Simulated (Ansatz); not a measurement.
The first iterations of a band of AsH5N2 (8 atoms, charge 0, multiplicity 1).

The calculation used RKS PBE/def2-SVP (Ansatz).

```
movable images  : 5
climbing image  : yes
spring          : 5.0 eV/Å²
optimiser       : quadratic models (default)
start path      : IDPP
force threshold : 0.03 eV/Å
iteration limit : 60
end points      : relaxed
```

Initial state:

```xyz
8
Properties=species:S:1:pos:R:3
N -0.775 0.552 -1.041
As 0.452 0.720 0.387
N 0.998 -1.059 0.369
H -1.643 1.057 -0.820
H -0.381 0.994 -1.883
H -0.722 0.697 1.421
H 0.264 -1.745 0.585
H 1.807 -1.215 0.982
```

Final state:

```xyz
8
Properties=species:S:1:pos:R:3
N -0.718 1.318 -0.642
As 0.187 0.556 0.808
N 0.818 -1.087 0.121
H -0.039 1.783 -1.260
H -1.210 0.617 -1.213
H -1.114 -0.039 1.392
H 0.277 -1.908 0.415
H 1.799 -1.241 0.379
```

| iteration | highest image above the first end (eV) | largest band force component (eV/Å) |
| --- | --- | --- |
| 1 | 0.193 | 0.708 |
| 2 | 0.101 | 0.623 |

Q: Does the band converge within its limit, and where does its top end?

A: It converged. It ended after 7 iterations with the highest image 0.065 eV above the first end. A vibrational analysis at the climbing image gives one clearly imaginary mode, 207i cm⁻¹: a first-order saddle point.

Time of the run: 81 s on 1 thread of Arm Neoverse V2, with other jobs on the host, peak memory 0.12 GiB.
